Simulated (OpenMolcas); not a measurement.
# Levels of Pd6+ by method

```
Program             : OpenMolcas 26.06
Basis               : ANO-RCC-VTZP [7s6p4d2f1g]
Scalar Hamiltonian  : DKH2, point nucleus
Active space        : 10 electrons in 8 orbitals (RAS1 4p, at most 2 holes; RAS2 4d)
State averaging     : 2S+1 = 5 even, 5 roots; 2S+1 = 3 even, 45 roots; 2S+1 = 1 even, 49 roots
Spin-orbit coupling : state interaction with AMFI integrals over the reference wave functions, term energies averaged over their components
```

Methods on the same reference wave functions:
A. RASSCF
B. SS-RASPT2, IPEA 0.25 Eh, imaginary shift 0.1 Eh (closed shells correlated: 4s)
C. MS-RASPT2, IPEA 0.25 Eh, imaginary shift 0.1 Eh (closed shells correlated: 4s)

Energies in cm⁻¹ above 4d⁴ ⁵D₀.

| Level | A | B | C |
| --- | --- | --- | --- |
| 4d⁴ ⁵D₀ | 0.0 | 0.0 | 0.0 |
| 4d⁴ ⁵D₁ | 1002 | 999 | 990 |
| 4d⁴ ⁵D₂ | 2518 | 2500 | 2480 |
| 4d⁴ ⁵D₃ | 4269 | 4230 | 4210 |
| 4d⁴ ⁵D₄ | 6134 | 6080 | 6060 |
| 4d⁴ ³P₀(1) | 20464 | 20450 | 20440 |
| 4d⁴ ³P₁(1) | 24743 | 24780 | 24680 |
| 4d⁴ ³H₄ [65 %] | 25186 | 22110 | 22120 |
| 4d⁴ ³H₅ | 27726 | 24430 | 24400 |
| 4d⁴ ³F₂(1) | 27855 | 26240 | 26290 |
| 4d⁴ ³H₆ | 29415 | 26020 | 25990 |
| 4d⁴ ³F₄(1) [54 %] | 29599 | 27380 | 27320 |
| 4d⁴ ³P₂(1) | 30155 | 29890 | 29690 |
| 4d⁴ ³G₄ [59 %] | 33708 | 30700 | 30550 |
| 4d⁴ ³G₅ | 35663 | 32250 | 32220 |
| 4d⁴ ³D₃ | 38710 | 34910 | 34870 |
| 4d⁴ ³D₂ [73 %] | 39002 | 35750 | 35820 |
| 4d⁴ ³D₁ | 40291 | 36610 | 36610 |
| 4d⁴ ¹I₆ | 41677 | 36520 | 36490 |
| 4d⁴ ¹G₄(1) | 42491 | 39910 | 39710 |
| 4d⁴ ¹S₀ | 44073 | 42580 | 42440 |
| 4d⁴ ¹D₂(1) | 47691 | 45320 | 45210 |
| 4d⁴ ¹F₃ | 53904 | 48690 | 48680 |
| 4d⁴ ³P₂(2) | 59843 | 55260 | 55410 |

Between B and C the level of the table that moves most is 4d⁴ ³P₂(1), by 200 cm-1 (lowest in C, highest in B). Moves below CASPT2's spread within the term are not significant.

From A to B the spin-free energies of the other terms of 4d⁴ shown, above ⁵D, scale by factors of 0.85 to 1.01.

The lowest spin-free term lies below A's lowest term by 0.286 hartree in B, 0.286 hartree in C.

CASPT2 does not keep the components of a term degenerate, so their means are used; among the terms shown or strongly mixed into the levels shown the widest spread is 1400 cm-1 (4d⁴ ¹I, C). Active for correlation alone: 4p; no level in the range computed is led by a configuration that opens it, so any true level of that kind is missing. Without dynamic correlation excited terms often stand tens of per cent too high (terms of higher spin than the ground term too low), and those without a measured partner can miss by more than the paired ones (holds for A). The CASPT2 spread within a term exceeds the gap to the next term for 4d⁴ ³D and 4d⁴ ¹I, 4d⁴ ¹I and 4d⁴ ¹G(1), so the order of their levels is uncertain (holds for C). Only configurations of the active space appear. The table leaves out levels that lie high or whose names do not pair safely across all columns.

A share in square brackets marks a mixed level and gives the weight of the term that names it, the lowest over the columns. A number in round brackets counts repeated terms of one configuration in the order of the reference energies.
